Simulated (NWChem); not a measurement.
## Correlation energy of Ga (+1)

```
Ga
```
Charge +1, spin multiplicity 1.

Everything below was run with NWChem.

Basis set: def2-SVP. Each correlation energy counts from its own Hartree-Fock reference.

The Hamiltonian is non-relativistic. The correlated methods keep 9 core orbitals frozen. Coupled-cluster values serve here as a point of comparison, not as the truth.

Problem. Order these methods by the correlation energy they give, lowest first: MP2, SCS-MP2, CCSD+T(CCSD), CCSD(T), CR-CCSD(T).

Solution. CCSD+T(CCSD) (-171.5 mHa), CCSD(T) (-170.4 mHa), CR-CCSD(T) (-169.6 mHa), MP2 (-165.3 mHa), SCS-MP2 (-154.2 mHa)
